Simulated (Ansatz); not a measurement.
Relaxation of C$_{2}$H$_{7}$BO (11 atoms, charge 0, multiplicity 1), to a largest force component of 0.015 eV/Å in at most 40 steps.

Theory: RKS revPBE-D4/6-31G* (Ansatz 0.2.0).

```xyz
11
Properties=species:S:1:pos:R:3
B -0.420 1.812 0.796
O 0.113 0.976 -0.243
C -0.119 -0.360 0.129
C 0.590 -1.267 -0.917
H -1.589 2.205 0.672
H 0.192 2.245 1.689
H 0.444 -0.581 1.118
H -1.135 -0.582 0.214
H 1.631 -0.898 -0.928
H 0.498 -2.277 -0.701
H 0.133 -0.984 -1.924
```

Where does it end, and by what steps?

It converged. After 19 steps the energy has fallen by 1.267 eV; H6 moved furthest, 1.03 Å.

```tsv
step	energy less start (eV)	largest force component (eV/Å)	accepted
0	0.0000	3.885	yes
1	-0.3438	1.348	yes
2	-0.4634	0.501	yes
3	-0.4971	0.313	yes
4	-0.5417	0.345	yes
5	-0.5702	0.445	yes
6	-0.5918	0.369	yes
7	-0.7453	0.994	yes
8	-0.9801	0.984	yes
9	-1.1595	0.551	yes
10	-1.1739	0.727	yes
11	-1.2260	0.557	yes
12	-1.2184	0.598	no
13	-1.2441	0.583	yes
14	-1.2649	0.066	yes
15	-1.2660	0.022	yes
16	-1.2664	0.063	yes
17	-1.2665	0.072	yes
18	-1.2666	0.033	yes
19	-1.2667	0.011	yes
```

```xyz
11
Properties=species:S:1:pos:R:3
B -0.382 1.836 0.662
O 0.443 0.758 0.691
C -0.048 -0.569 0.390
C 0.548 -1.050 -0.931
H -1.562 1.708 0.406
H 0.128 2.904 0.904
H 0.271 -1.219 1.224
H -1.153 -0.562 0.352
H 1.650 -1.020 -0.894
H 0.232 -2.088 -1.136
H 0.210 -0.412 -1.765
```

The run took 46 s on 1 thread of Arm Neoverse V2, with other jobs on the host, peak memory 0.13 GiB.
